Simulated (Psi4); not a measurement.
C₃H₆O₃, triplet, at a GFN2-xTB geometry (a higher spin typed on purpose: for a closed-shell molecule this is an excited state); MP2/6-31G* (Psi4 1.11).

The Psi4 input:
```
memory 2 GB

molecule {
0 3
  C     1.84417598   -0.21486119   -0.64407116
  O     1.12497198   -0.47866482    0.52247035
  C    -0.02993387    0.32711662    0.73690745
  O    -0.07878555    1.48154975    0.19784924
  O    -1.08884693   -0.59104353    0.48242837
  C    -1.78851403   -0.39926518   -0.70977666
  H     2.06116808    0.85717789   -0.72547480
  H     2.74960368   -0.82047779   -0.58516808
  H     1.28174713   -0.51850982   -1.54102116
  H    -2.62951586   -1.09353471   -0.68246175
  H    -1.16625086   -0.64277602   -1.58529880
  H    -2.10983665    0.64544776   -0.80091696
}

set basis 6-31g*
set reference uhf

energy('mp2')
print_variables()
```

Problem. What does Psi4 print? Leave out banner, timings and long lists.

Solution. 
```
    SCF Algorithm Type (re)set to DF.

   => Loading Basis Set <=

    Name: 6-31G*
    Role: ORBITAL
    Keyword: BASIS

         ---------------------------------------------------------
                                   SCF
               by Justin Turney, Rob Parrish, Andy Simmonett
                          and Daniel G. A. Smith
                              UHF Reference
         ---------------------------------------------------------

  ==> Geometry <==

    Molecular point group: c1
    Full point group: C1

    Geometry (in Angstrom), charge = 0, multiplicity = 3:

       Center              X                  Y                   Z               Mass
    ------------   -----------------  -----------------  -----------------  -----------------
         C            1.846233432735    -0.232169229593    -0.709247075408    12.000000000000
         O            1.127029432735    -0.495972859593     0.457294434592    15.994914619570
         C           -0.027876417265     0.309808580407     0.671731534592    12.000000000000
         O           -0.076728097265     1.464241710407     0.132673324592    15.994914619570
         O           -1.086789477265    -0.608351569593     0.417252454592    15.994914619570
         C           -1.786456577265    -0.416573219593    -0.774952575408    12.000000000000
         H            2.063225532735     0.839869850407    -0.790650715408     1.007825032230
         H            2.751661132735    -0.837785829593    -0.650343995408     1.007825032230
         H            1.283804582735    -0.535817859593    -1.606197075408     1.007825032230
         H           -2.627458407265    -1.110842749593    -0.747637665408     1.007825032230
         H           -1.164193407265    -0.660084059593    -1.650474715408     1.007825032230
         H           -2.107779197265     0.628139720407    -0.866092875408     1.007825032230

  Running in c1 symmetry.

  Rotational constants: A =      0.19988  B =      0.09564  C =      0.08497 [cm^-1]
  Rotational constants: A =   5992.18579  B =   2867.09469  C =   2547.34757 [MHz]
  Nuclear repulsion =  252.666173499106492

  Charge       = 0
  Multiplicity = 3
  Electrons    = 48
  Nalpha       = 25
  Nbeta        = 23

  ==> Algorithm <==

  SCF Algorithm Type is DF.
  DIIS enabled.
  MOM disabled.
  Fractional occupation disabled.
  Guess Type is SAD.
  Energy threshold   = 1.00e-08
  Density threshold  = 1.00e-08
  Integral threshold = 1.00e-12

  ==> Primary Basis <==

[...]
  @DF-UHF Final Energy:  -341.46165032936813
    Total Energy =                       -341.4616503293681262
[...]
 Magnitude           :                                                    1.8396280

 ------------------------------------------------------------------------------------

  //>>>>>>>>>>>>>>>>>>>>>>>>>>>>>>>>>>>//
  //               DFMP2               //
  //<<<<<<<<<<<<<<<<<<<<<<<<<<<<<<<<<<<//

   => Loading Basis Set <=

    Name: (6-31G* AUX)
    Role: RIFIT
    Keyword: DF_BASIS_MP2

	 --------------------------------------------------------
	                          DF-MP2
	      2nd-Order Density-Fitted Moller-Plesset Theory

	        Rob Parrish, Justin Turney, Andy Simmonett,
	           Ed Hohenstein, and C. David Sherrill
	 --------------------------------------------------------

	 --------------------------------------------------------
	                 NBF =   102, NAUX =   420
	 --------------------------------------------------------
	   CLASS    FOCC     OCC    AOCC    AVIR     VIR    FVIR
	   ALPHA       0      25      25      77      77       0
	    BETA       0      23      23      79      79       0
	 --------------------------------------------------------

	-----------------------------------------------------------
	 ==================> DF-MP2 Energies <====================
	-----------------------------------------------------------
	 Reference Energy          =    -341.4616503293681262 [Eh]
	 Singles Energy            =      -0.0000000000000000 [Eh]
	 Same-Spin Energy          =      -0.2522144461112161 [Eh]
	 Opposite-Spin Energy      =      -0.6813094077642340 [Eh]
	 Correlation Energy        =      -0.9335238538754500 [Eh]
	 Total Energy              =    -342.3951741832435687 [Eh]
	-----------------------------------------------------------
	 ================> DF-SCS-MP2 Energies <==================
	-----------------------------------------------------------
	 SCS Same-Spin Scale       =       0.3333333333333333 [-]
	 SCS Opposite-Spin Scale   =       1.2000000000000000 [-]
	 SCS Same-Spin Energy      =      -0.0840714820370720 [Eh]
	 SCS Opposite-Spin Energy  =      -0.8175712893170808 [Eh]
	 SCS Correlation Energy    =      -0.9016427713541528 [Eh]
	 SCS Total Energy          =    -342.3632931007222737 [Eh]
	-----------------------------------------------------------

  Variable Map:
  ----------------------------------------------------------------------------
[...]
  Array Variable Map:
  ----------------------------------------------------------------------------
[...]
[...]
```
